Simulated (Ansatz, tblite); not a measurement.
Removing and adding an electron: `Oc1cc2c3ccccc3c3c4ccccc4c4ccccc4c3c2c2ccccc12`. Charge 0, multiplicity 1. Geometry: PBE-D4/def2-SVP. Ansatz, gas phase; energy differences of separate SCF runs; the oxidised species was run as a doublet alone; the reduced species was run as a doublet alone.

Cartesian coordinates in Å:
```
O 1.053 -4.594 -2.764
C 0.769 -3.478 -2.039
C 1.504 -3.087 -0.936
C 1.225 -1.873 -0.237
C 1.996 -1.486 0.937
C 3.152 -2.202 1.345
C 3.888 -1.831 2.466
C 3.503 -0.694 3.205
C 2.370 0.023 2.834
C 1.568 -0.360 1.720
C 0.458 0.457 1.256
C -0.201 1.479 2.067
C -0.269 1.381 3.485
C -0.976 2.307 4.248
C -1.652 3.371 3.618
C -1.639 3.464 2.228
C -0.936 2.530 1.429
C -0.938 2.597 -0.028
C -1.331 3.764 -0.731
C -1.293 3.821 -2.122
C -0.828 2.708 -2.853
C -0.445 1.549 -2.186
C -0.515 1.450 -0.769
C 0.002 0.273 -0.068
C 0.184 -1.024 -0.699
C -0.729 -1.541 -1.710
C -2.009 -0.967 -1.967
C -2.858 -1.483 -2.939
C -2.474 -2.607 -3.708
C -1.268 -3.239 -3.439
C -0.403 -2.743 -2.426
H 1.850 -5.012 -2.388
H 2.328 -3.735 -0.603
H 3.493 -3.062 0.754
H 4.782 -2.406 2.752
H 4.108 -0.355 4.060
H 2.123 0.942 3.381
H 0.195 0.521 3.987
H -1.026 2.188 5.341
H -2.215 4.105 4.215
H -2.217 4.262 1.740
H -1.641 4.655 -0.167
H -1.593 4.743 -2.643
H -0.748 2.759 -3.949
H -0.051 0.701 -2.761
H -2.341 -0.109 -1.371
H -3.841 -1.015 -3.100
H -3.144 -2.999 -4.488
H -0.969 -4.148 -3.979
```

The xTB rows come from tblite. Single mean-field runs in def2-TZVP are fitted with def2-universal-jkfit. HOMO above LUMO, or a gap near zero within one spin, warns that the state may not be the lowest or that an electron is smeared out.

(1) Estimate orbital energies and vertical ionisation energies and electron affinities at: GFN1-xTB; GFN2-xTB; PBE-D4/def2-TZVP; PBE0-D4/def2-TZVP; BHLYP-D4/def2-TZVP.

## Answers

(1) 
| level | −HOMO (eV) | vertical IE (eV) | −LUMO (eV) | vertical EA (eV) | HOMO–LUMO gap (eV) | IE − EA (eV) | remarks |
| --- | --- | --- | --- | --- | --- | --- | --- |
| GFN1-xTB | 10.66 | 12.39 | 8.45 | 6.73 | 2.21 | 5.66 | – |
| GFN2-xTB | 9.65 | 11.41 | 7.42 | 5.67 | 2.23 | 5.74 | – |
| PBE-D4/def2-TZVP | 4.80 | 6.51 | 2.41 | 0.84 | 2.39 | 5.67 | HOMO above zero (-1 doublet), gap within one spin near zero (-1 doublet) |
| PBE0-D4/def2-TZVP | 5.54 | 6.68 | 1.72 | 0.71 | 3.83 | 5.97 | HOMO above zero (-1 doublet) |
| BHLYP-D4/def2-TZVP | 6.10 | 6.62 | 0.82 | 0.45 | 5.28 | 6.17 | HOMO above zero (-1 doublet) |

Relaxing the reduced species (PBE-D4/def2-SVP) changes its energy by -0.05 eV at PBE-D4/def2-TZVP, so the adiabatic electron affinity to this nearest minimum is 0.89 eV. At PBE0-D4/def2-TZVP that geometry lies 0.00 eV above the vertical one, so it gives no adiabatic value. The highest occupied level of the relaxed charge -1 doublet lies above zero (up to 0.66 eV). By energy differences its removal costs 0.89 eV (each at its own geometry, to the charge 0 singlet, at PBE-D4/def2-TZVP); self-interaction error and the lack of diffuse functions both raise the level.     A HOMO above zero means that the electron is unbound at that level or that self-interaction error raises the level; the energy of removing that electron tells which. Raw xTB energy differences between charge states are shifted by several eV; the methods need an empirical correction for them. Sets without diffuse functions give affinities that are too small.
